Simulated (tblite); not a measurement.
Species: C5H13BO3Si.
SMILES with atom numbers: `[CH3:1][C@@:2]([CH:3]=[O:4])([CH2:5][CH2:6][SiH3:7])[B:8]([OH:9])[OH:10]` (hydrogens: H11, H12, H13 on C1; H14 on C3; H15, H16 on C5; H17, H18 on C6; H19, H20, H21 on Si7; H22 on O9; H23 on O10)

Computed with GFN2-xTB (tblite), gas phase: L-BFGS steps from a force-field or distance-geometry start until the largest atomic force falls under 0.01 eV/Å.

Step 38: E = -885.8225 eV
```
atom  x, y, z in Å  |  force x, y, z in eV/Å
C1     -1.3154    1.3759   -0.3219   -0.038  -0.018  -0.053
C2     -0.9400   -0.0963   -0.0954    0.143   0.039  -0.131
C3     -0.9440   -0.8542   -1.4074   -0.011   0.121  -0.046
O4     -1.1224   -2.0324   -1.5563    0.041  -0.087   0.232
C5      0.5110   -0.1587    0.4421    0.202  -0.016  -0.074
C6      1.5216    0.4161   -0.5536    0.107   0.057  -0.047
Si7     3.3513    0.4814   -0.0050   -0.006  -0.001   0.012
B8     -1.9870   -0.8288    0.9094   -0.065   0.033   0.007
O9     -3.2167   -0.2902    0.9598   -0.182  -0.089   0.040
O10    -1.6983   -1.9177    1.6539    0.084  -0.014  -0.033
H11    -0.8155    2.0097    0.4105   -0.103  -0.048  -0.037
H12    -1.0338    1.7110   -1.3198   -0.039   0.015   0.038
H13    -2.3875    1.4894   -0.2003   -0.017   0.086  -0.084
H14    -0.7332   -0.2292   -2.2990   -0.108   0.141   0.009
H15     0.5428    0.4040    1.3812    0.068  -0.087  -0.060
H16     0.7735   -1.1967    0.6571    0.067  -0.029   0.016
H17     1.4749   -0.1567   -1.4819   -0.041  -0.068   0.063
H18     1.2162    1.4294   -0.8147    0.000   0.014   0.002
H19     4.1753   -0.0342   -1.1042   -0.010   0.014   0.066
H20     3.5896   -0.3153    1.2007   -0.049  -0.001  -0.016
H21     3.7254    1.8771    0.2524   -0.014  -0.054   0.037
H22    -3.8696   -0.7656    1.4775    0.110  -0.003   0.050
H23    -0.8228   -2.2914    1.5432   -0.140  -0.003   0.007
```

Step 39: E = -885.8310 eV
```
atom  x, y, z in Å  |  force x, y, z in eV/Å
C1     -1.3170    1.3745   -0.3242   -0.035   0.040  -0.081
C2     -0.9405   -0.0973   -0.1059    0.077   0.045  -0.119
C3     -0.9444   -0.8523   -1.4198    0.044  -0.113  -0.091
O4     -1.0843   -2.0398   -1.5690    0.065   0.293   0.251
C5      0.5074   -0.1642    0.4369    0.153  -0.042  -0.056
C6      1.5196    0.4095   -0.5548    0.054   0.061  -0.049
Si7     3.3426    0.4764    0.0030   -0.006   0.001   0.001
B8     -1.9815   -0.8216    0.9051   -0.145  -0.053   0.065
O9     -3.2163   -0.2899    0.9604   -0.070  -0.120   0.084
O10    -1.6802   -1.9030    1.6603   -0.049   0.104  -0.064
H11    -0.8273    2.0085    0.4161   -0.105  -0.084  -0.041
H12    -1.0214    1.7135   -1.3160   -0.049   0.043   0.012
H13    -2.3913    1.4893   -0.2164    0.010   0.066  -0.085
H14    -0.7556   -0.2122   -2.3094   -0.159   0.029   0.052
H15     0.5348    0.3909    1.3805    0.084  -0.065  -0.071
H16     0.7588   -1.2048    0.6482    0.118  -0.052   0.012
H17     1.4712   -0.1637   -1.4824   -0.025  -0.072   0.052
H18     1.2119    1.4218   -0.8156    0.011   0.031  -0.006
H19     4.1689   -0.0334   -1.0917    0.039  -0.013   0.008
H20     3.5791   -0.3201    1.2049   -0.043  -0.037   0.039
H21     3.7100    1.8696    0.2634    0.005   0.011   0.052
H22    -3.8442   -0.7567    1.5149    0.063  -0.008   0.023
H23    -0.8050   -2.2681    1.5397   -0.038  -0.065   0.010
```

Q: Estimate the geometry and energy of step 40. (The exact step hangs on the optimiser's Hessian estimate; all steps are aligned on step 39, rigid shifts and turns removed.)

A: E = -885.8401 eV, largest force 0.317 eV/Å
```
atom  x, y, z in Å  |  force x, y, z in eV/Å
C1     -1.3198    1.3752   -0.3243   -0.023   0.041  -0.083
C2     -0.9357   -0.0940   -0.1080   -0.040   0.048  -0.020
C3     -0.9471   -0.8518   -1.4202    0.131   0.285   0.049
O4     -1.0726   -2.0370   -1.5570    0.017  -0.103   0.126
C5      0.5136   -0.1635    0.4331    0.026  -0.066  -0.031
C6      1.5233    0.4099   -0.5586   -0.007   0.037  -0.041
Si7     3.3399    0.4755    0.0059    0.014  -0.003  -0.003
B8     -1.9804   -0.8172    0.9040   -0.110  -0.031  -0.014
O9     -3.2216   -0.2976    0.9498    0.071  -0.052   0.075
O10    -1.6786   -1.8947    1.6622   -0.139   0.096  -0.019
H11    -0.8373    2.0141    0.4143   -0.069  -0.074   0.008
H12    -1.0179    1.7093   -1.3126   -0.032   0.104  -0.084
H13    -2.3947    1.4931   -0.2250    0.015   0.021  -0.078
H14    -0.7714   -0.2056   -2.3074   -0.169  -0.008  -0.008
H15     0.5405    0.3843    1.3804    0.094  -0.032  -0.066
H16     0.7558   -1.2064    0.6412    0.154  -0.064   0.004
H17     1.4709   -0.1680   -1.4826   -0.004  -0.060   0.025
H18     1.2134    1.4208   -0.8196    0.013   0.045  -0.019
H19     4.1688   -0.0313   -1.0827    0.084  -0.042  -0.053
H20     3.5748   -0.3214    1.2041   -0.040  -0.070   0.092
H21     3.7087    1.8640    0.2679    0.018   0.083   0.069
H22    -3.8254   -0.7597    1.5296   -0.070  -0.065   0.064
H23    -0.8119   -2.2711    1.5338    0.066  -0.089   0.009
```

The energy changes by -0.0091 eV. The first-order estimate −F·Δx gives -0.0148 eV and the mean of the old and new forces, exact on a quadratic surface, -0.0092 eV. The step makes an angle of 62° with the force vector and moves no atom by more than 0.024 Å.

What follows is the cost of the whole relaxation. Time: 1.9 s. Hardware: one thread of an Arm Neoverse V1, no GPU (shared host).
